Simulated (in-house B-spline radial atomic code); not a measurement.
## Two electrons outside the [Ar] 3d10 4s2 4p6 core: Sr

Computed with a B-spline radial code for spherical atoms: configuration interaction (CI) of the two valence electrons in the field of the frozen Dirac-Fock core, alone and with many-body perturbation theory for the core (screened one- and two-electron correlation potentials), Breit and QED terms; no-pair Dirac Hamiltonian, finite nucleus. Labels give the configuration (outer n counted up each series) and the leading LS term, or the jj pair where no LS term holds 70 %.

The lowest nd levels tend to come out too strongly bound in this method, by some 0.05 to 0.2 eV for each d electron where measurements exist, which shifts their lines and rates.

Command:
```bash
python run_mb.py task.json out
```
Settings (nuclear radius in fm, box in bohr, cutoff in hartree):
```
basis_form          3
Z                   38
core_configuration  [Ar] 3d10 4s2 4p6
rms_radius          4.224
mass_number         88
speed_of_light      137.036
box_radius          45.0
lmax                6
intervals           68
virtual_cutoff      2888.0
```

Cost of the run: 120 s on 1 thread of Arm Neoverse V2, on a shared host.

Excitation energies (cm⁻¹):

```json
{"level": "5s2 1S0", "purity of the LS term": "1.0", "CI alone": "0", "CI + MBPT + Breit + QED": "0", "Landé g of the LS mixture": "-", "measured (NIST)": "0"}
{"level": "5s5p 3P°0", "purity of the LS term": "1.0", "CI alone": "12222", "CI + MBPT + Breit + QED": "14325", "Landé g of the LS mixture": "-", "measured (NIST)": "14318"}
{"level": "5s5p 3P°1", "purity of the LS term": "0.999", "CI alone": "?", "CI + MBPT + Breit + QED": "?", "Landé g of the LS mixture": "?", "measured (NIST)": "?"}
{"level": "5s5p 3P°2", "purity of the LS term": "1.0", "CI alone": "12737", "CI + MBPT + Breit + QED": "14907", "Landé g of the LS mixture": "1.50", "measured (NIST)": "14899"}
{"level": "4d5s 3D1", "purity of the LS term": "1.0", "CI alone": "19954", "CI + MBPT + Breit + QED": "17492", "Landé g of the LS mixture": "0.50", "measured (NIST)": "18159"}
{"level": "4d5s 3D2", "purity of the LS term": "0.998", "CI alone": "19968", "CI + MBPT + Breit + QED": "17553", "Landé g of the LS mixture": "1.17", "measured (NIST)": "18219"}
{"level": "4d5s 3D3", "purity of the LS term": "1.0", "CI alone": "20001", "CI + MBPT + Breit + QED": "17656", "Landé g of the LS mixture": "1.33", "measured (NIST)": "18319"}
{"level": "4d5s 1D2", "purity of the LS term": "0.998", "CI alone": "20274", "CI + MBPT + Breit + QED": "19560", "Landé g of the LS mixture": "1.00", "measured (NIST)": "20150"}
{"level": "5s5p 1P°1", "purity of the LS term": "0.999", "CI alone": "20597", "CI + MBPT + Breit + QED": "21681", "Landé g of the LS mixture": "1.00", "measured (NIST)": "21698"}
{"level": "5s6s 3S1", "purity of the LS term": "1.0", "CI alone": "27263", "CI + MBPT + Breit + QED": "29157", "Landé g of the LS mixture": "2.00", "measured (NIST)": "29039"}
{"level": "5s6s 1S0", "purity of the LS term": "1.0", "CI alone": "28849", "CI + MBPT + Breit + QED": "30679", "Landé g of the LS mixture": "-", "measured (NIST)": "30592"}
{"level": "4d5p 3F°2", "purity of the LS term": "0.852", "CI alone": "32560", "CI + MBPT + Breit + QED": "32604", "Landé g of the LS mixture": "0.72", "measured (NIST)": "33267"}
{"level": "4d5p 3F°3", "purity of the LS term": "0.999", "CI alone": "?", "CI + MBPT + Breit + QED": "?", "Landé g of the LS mixture": "?", "measured (NIST)": "?"}
{"level": "4d5p 1D°2", "purity of the LS term": "0.848", "CI alone": "33789", "CI + MBPT + Breit + QED": "33162", "Landé g of the LS mixture": "0.95", "measured (NIST)": "33827"}
{"level": "4d5p 3F°4", "purity of the LS term": "1.0", "CI alone": "33011", "CI + MBPT + Breit + QED": "33264", "Landé g of the LS mixture": "1.25", "measured (NIST)": "33919"}
{"level": "5s6p 3P°0", "purity of the LS term": "1.0", "CI alone": "31834", "CI + MBPT + Breit + QED": "33898", "Landé g of the LS mixture": "-", "measured (NIST)": "-"}
{"level": "5s6p 3P°1", "purity of the LS term": "0.87", "CI alone": "31859", "CI + MBPT + Breit + QED": "33906", "Landé g of the LS mixture": "1.44", "measured (NIST)": "-"}
{"level": "5s6p 3P°2", "purity of the LS term": "0.996", "CI alone": "31932", "CI + MBPT + Breit + QED": "34005", "Landé g of the LS mixture": "1.50", "measured (NIST)": "-"}
{"level": "5s6p 1P°1", "purity of the LS term": "0.868", "CI alone": "32249", "CI + MBPT + Breit + QED": "34113", "Landé g of the LS mixture": "1.06", "measured (NIST)": "-"}
```

Question: Where does 4d5p 3F°3 lie?

Answer: 32762 cm⁻¹ in CI alone and 32932 cm⁻¹ with all corrections; g = 1.08; measured 33590 cm⁻¹.

Question: Where does 5s5p 3P°1 lie?

Answer: 12389 cm⁻¹ in CI alone and 14512 cm⁻¹ with all corrections; g = 1.50; measured 14504 cm⁻¹.

Question: What is the first ionisation energy?

Answer: 5.7039 eV to the 5s1/2 state of the next ion (5.434 eV from CI alone). NIST lists 5.69486745 ± 1.2e-07 eV (measured).

Some electric-dipole lines (reduced elements in atomic units, length form; vacuum wavelengths from the computed energies):

```csv
upper,lower,D bare (size),D with core polarisation (size),λ (nm),A (s⁻¹)
4d5s 3D1,5s5p 3P°0,2.8,2.66,3157.7,1.5e+05
5s5p 1P°1,5s2 1S0,5.56,5.27,461.23,1.9e+08
5s6s 3S1,5s5p 3P°0,1.93,1.96,674.2,8.5e+06
5s6p 3P°1,5s2 1S0,0.0707,0.0205,294.94,1.1e+04
5s6p 1P°1,5s2 1S0,0.33,0.199,293.14,1.1e+06
```

Weak lines are less accurate than strong ones.
